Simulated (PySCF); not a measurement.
Isomers of C4H13FSi3.

All values: PBE0/pcSseg-1 (PySCF) at GFN2-xTB geometries, gas phase, one conformer each.

(1) Rank by the lowest Hirshfeld charge on any atom, lowest value first.
A. `[F:1][C@H:2]1[CH2:3][C@@H:4]([SiH:5]([SiH3:6])[SiH3:7])[CH2:8]1` with C3–C4–Si5–Si6 -63°, F1–C2–C3–C4 132°, C2–C3–C4–Si5 -134°, C3–C4–C8–C2 13°, F1–C2–C8–C4 -132°
B. `[F:1][CH2:2][Si@@H:3]1[CH2:4][C@H:5]([CH2:6][SiH3:7])[SiH2:8]1` with F1–C2–Si3–C4 176°, C4–C5–C6–Si7 61°, C2–Si3–C4–C5 -135°, Si3–C4–C5–C6 145°, C4–C5–Si8–Si3 -15°, C2–Si3–Si8–C5 121°
C. `[F:1]/[CH:2]=[C:3](\[SiH3:4])[CH2:5][SiH2:6][CH2:7][SiH3:8]` with C2–C3–C5–Si6 -99°, C3–C5–Si6–C7 58°, C5–Si6–C7–Si8 179°
D. `[CH3:1][SiH2:2][SiH2:3]/[C:4](=[CH:5]/[F:6])[SiH2:7][CH3:8]` with C1–Si2–Si3–C4 23°, Si2–Si3–C4–C5 -103°, Si3–C4–Si7–C8 76°

(2) Rank by the lowest IAO charge on any atom, highest value first.
A. `[F:1][C@H:2]1[CH2:3][C@@H:4]([SiH:5]([SiH3:6])[SiH3:7])[CH2:8]1` with C3–C4–Si5–Si6 -63°, F1–C2–C3–C4 132°, C2–C3–C4–Si5 -134°, C3–C4–C8–C2 13°, F1–C2–C8–C4 -132°
B. `[F:1][CH2:2][Si@@H:3]1[CH2:4][C@H:5]([CH2:6][SiH3:7])[SiH2:8]1` with F1–C2–Si3–C4 176°, C4–C5–C6–Si7 61°, C2–Si3–C4–C5 -135°, Si3–C4–C5–C6 145°, C4–C5–Si8–Si3 -15°, C2–Si3–Si8–C5 121°
C. `[CH3:1][SiH2:2][SiH2:3]/[C:4](=[CH:5]/[F:6])[SiH2:7][CH3:8]` with C1–Si2–Si3–C4 23°, Si2–Si3–C4–C5 -103°, Si3–C4–Si7–C8 76°
D. `[F:1]/[CH:2]=[C:3](\[SiH3:4])[CH2:5][SiH2:6][CH2:7][SiH3:8]` with C2–C3–C5–Si6 -99°, C3–C5–Si6–C7 58°, C5–Si6–C7–Si8 179°

(3) Rank by HOMO energy, lowest first.
A. `[CH3:1][SiH2:2][SiH2:3]/[C:4](=[CH:5]/[F:6])[SiH2:7][CH3:8]` with C1–Si2–Si3–C4 23°, Si2–Si3–C4–C5 -103°, Si3–C4–Si7–C8 76°
B. `[F:1]/[CH:2]=[C:3](\[SiH3:4])[CH2:5][SiH2:6][CH2:7][SiH3:8]` with C2–C3–C5–Si6 -99°, C3–C5–Si6–C7 58°, C5–Si6–C7–Si8 179°
C. `[F:1][CH2:2][Si@@H:3]1[CH2:4][C@H:5]([CH2:6][SiH3:7])[SiH2:8]1` with F1–C2–Si3–C4 176°, C4–C5–C6–Si7 61°, C2–Si3–C4–C5 -135°, Si3–C4–C5–C6 145°, C4–C5–Si8–Si3 -15°, C2–Si3–Si8–C5 121°
D. `[F:1][C@H:2]1[CH2:3][C@@H:4]([SiH:5]([SiH3:6])[SiH3:7])[CH2:8]1` with C3–C4–Si5–Si6 -63°, F1–C2–C3–C4 132°, C2–C3–C4–Si5 -134°, C3–C4–C8–C2 13°, F1–C2–C8–C4 -132°

## Answers

(1) C (-0.247 e), D (-0.211 e), B (-0.165 e), A (-0.128 e).

(2) A (-0.363 e), B (-0.537 e), C (-0.713 e), D (-0.825 e).

(3) D (-7.88 eV), A (-7.55 eV), C (-7.28 eV), B (-7.06 eV).

All values together:

```tsv
SMILES	μ (D)	HOMO (eV)	LUMO (eV)	lowest IAO charge (e)	highest IAO charge (e)	lowest Hirshfeld charge (e)	highest Hirshfeld charge (e)
F[C@H]1C[C@@H]([SiH]([SiH3])[SiH3])C1	1.53	-7.88	-0.56	-0.363 (C)	+0.298 (Si)	-0.128 (F)	+0.212 (Si)
F/C=C(\[SiH3])C[SiH2]C[SiH3]	1.47	-7.06	-0.32	-0.825 (C)	+0.762 (Si)	-0.247 (C)	+0.341 (Si)
C[SiH2][SiH2]/C(=C/F)[SiH2]C	0.61	-7.55	-0.59	-0.713 (C)	+0.765 (Si)	-0.211 (C)	+0.335 (Si)
FC[Si@@H]1C[C@H](C[SiH3])[SiH2]1	1.46	-7.28	-0.28	-0.537 (C)	+0.596 (Si)	-0.165 (C)	+0.309 (Si)
```

Conformers: `[F:1][C@H:2]1[CH2:3][C@@H:4]([SiH:5]([SiH3:6])[SiH3:7])[CH2:8]1` with C3–C4–Si5–Si6 -63°, F1–C2–C3–C4 132°, C2–C3–C4–Si5 -134°, C3–C4–C8–C2 13°, F1–C2–C8–C4 -132°; `[F:1]/[CH:2]=[C:3](\[SiH3:4])[CH2:5][SiH2:6][CH2:7][SiH3:8]` with C2–C3–C5–Si6 -99°, C3–C5–Si6–C7 58°, C5–Si6–C7–Si8 179°; `[CH3:1][SiH2:2][SiH2:3]/[C:4](=[CH:5]/[F:6])[SiH2:7][CH3:8]` with C1–Si2–Si3–C4 23°, Si2–Si3–C4–C5 -103°, Si3–C4–Si7–C8 76°; `[F:1][CH2:2][Si@@H:3]1[CH2:4][C@H:5]([CH2:6][SiH3:7])[SiH2:8]1` with F1–C2–Si3–C4 176°, C4–C5–C6–Si7 61°, C2–Si3–C4–C5 -135°, Si3–C4–C5–C6 145°, C4–C5–Si8–Si3 -15°, C2–Si3–Si8–C5 121°.
